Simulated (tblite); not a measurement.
Species: C8H9NSi.
Structure used (GFN2-xTB), in Å, numbered top down from 1:
```
atom  x, y, z in Å
C1     3.0943   -1.2608    0.2889
C2     1.8932   -0.6840    0.1967
C3     1.5319    0.5100   -0.5584
C4     0.2187    0.7493   -0.3926
C5    -0.5969    1.8490   -0.9680
C6    -0.3452   -0.2910    0.4908
Si7   -2.1340   -0.4074    1.0241
C8    -3.1527   -0.4430   -0.5465
N9    -3.7666   -0.4564   -1.5139
C10    0.6569   -1.1304    0.8330
H11    3.9541   -0.8608   -0.2226
H12    3.2499   -2.1498    0.8775
H13    2.2285    1.0801   -1.1442
H14    0.0177    2.5025   -1.5826
H15   -1.4016    1.4416   -1.5810
H16   -1.0550    2.4390   -0.1734
H17   -2.4095   -1.6588    1.7318
H18   -2.5846    0.7760    1.7664
H19    0.5911   -1.9959    1.4665
```

Computed values, GFN2-xTB/tblite, gas phase, harmonic and unscaled. Against measured fundamentals such values can be off by several per cent, at times by over 20. Modes of hydrogen on silicon can be 10 to 20 % off. One conformer, not necessarily the lowest.

Harmonic wavenumbers (cm⁻¹): 32.6, 66.7, 127.5, 135.4, 162.0, 172.9, 256.6, 260.0, 294.8, 334.3, 392.9, 444.4, 492.2, 546.8, 571.4, 593.2, 613.9, 615.4, 670.8, 699.9, 747.8, 763.2, 805.8, 820.1, 897.8, 945.1, 962.2, 1010.5, 1024.0, 1050.3, 1162.2, 1171.6, 1264.9, 1305.3, 1399.9, 1402.4, 1471.5, 1474.4, 1555.0, 1637.7, 1675.3, 2226.1, 2260.9, 2353.0, 2991.2, 3007.3, 3041.3, 3097.5, 3125.4, 3132.6, 3142.4.

A = 2203, B = 701.9, C = 604.2 MHz; mass 147.050 u (most abundant isotopes); point group C1, symmetry number 1.

Task: What is the zero-point energy?

Result: ½Σν̃ = 30204 cm⁻¹ = 86.36 kcal/mol.

Task: Give the ideal-gas entropy at 400 K and 1 bar in the rigid-rotor, harmonic-oscillator model (classical rotation).

Result: Translation 42.35, rotation 31.10, vibration 45.97: S = 119.4 cal/(mol K).

Task: And Cp and H(400 K) − H(0)?

Result: Cp = 53.96 cal/(mol K), of which vibrations give 46.01 (their classical limit is 51 R = 101.3); H(400 K) − H(0) = 12.75 kcal/mol without the zero-point energy, 9.57 from vibrations.

Task: Blend soft modes into free rotors: weight 1/[1 + (100 cm⁻¹/ν̃)⁴] for the oscillator and the rest for a rotor with moment μB/(μ + B), μ = h/(8π²ν), B = 10⁻⁴⁴ kg m². What vibrational entropy results?

Result: 42.55 cal/(mol K) in place of 45.97, which changes −T·S at 400 K by +1.37 kcal/mol.

Task: What must be added to the electronic energy to get the Gibbs energy at 400 K and 1 bar?

Result: ZPE + [H(400 K) − H(0)] − T·S = 86.36 + 12.75 − 47.77 = 51.34 kcal/mol.

Task: How do the functions run with temperature in this model?

Result: 
```json
{"T (K)": "150", "S (cal/(mol K))": "81.6", "Cp (cal/(mol K))": "26.3", "H − H(0) (kcal/mol)": "2.53", "G − H(0) (kcal/mol)": "-9.71", "ln q(vib)": "3.53"}
{"T (K)": "250", "S (cal/(mol K))": "97.8", "Cp (cal/(mol K))": "38.4", "H − H(0) (kcal/mol)": "5.77", "G − H(0) (kcal/mol)": "-18.69", "ln q(vib)": "6.55"}
{"T (K)": "298.15", "S (cal/(mol K))": "105.1", "Cp (cal/(mol K))": "43.9", "H − H(0) (kcal/mol)": "7.75", "G − H(0) (kcal/mol)": "-23.58", "ln q(vib)": "8.01"}
{"T (K)": "600", "S (cal/(mol K))": "144.3", "Cp (cal/(mol K))": "68.5", "H − H(0) (kcal/mol)": "25.10", "G − H(0) (kcal/mol)": "-61.46", "ln q(vib)": "16.97"}
{"T (K)": "900", "S (cal/(mol K))": "174.9", "Cp (cal/(mol K))": "82.1", "H − H(0) (kcal/mol)": "47.88", "G − H(0) (kcal/mol)": "-109.50", "ln q(vib)": "25.02"}
```

q(vib) and H(0) count from the zero-point level.

Hindered rotation and anharmonicity are outside this model. Other conformers, if any are populated, would add a mixing term that is left out. The structure is chiral; the term R ln 2 for an equal mix with its mirror image is left out.
